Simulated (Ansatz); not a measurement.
Ansatz (a quantum-chemistry and plane-wave program) input:

Ansatz 0.2 input:
```yaml
crystal:
  periodic: [false, false, false]
  atoms:
    - {symbol: Bi, position_ang: [-0.00000000, -0.00000000, -0.66894047]}
    - {symbol: B, position_ang: [0.00000000, 0.00000000, 1.37460998]}
    - {symbol: B, position_ang: [0.00000000, 0.00000000, 2.98974736]}
    - {symbol: O, position_ang: [0.00000000, 0.00000000, 4.21253402]}
basis:
  gaussian:
    orbitals: def2-SVPD
total_charge: -1
magnetization: {spin_polarized: false}
correlation: {method: ccsd_t, electrons: outside_noble_gas}
output: {forces: true}
```

What final total energy does it print?

-338.23635 Eh (CCSD(T)/def2-SVPD). The basis has 95 functions. The run takes very roughly 30 core-seconds.

It need not be the lowest isomer of its formula.
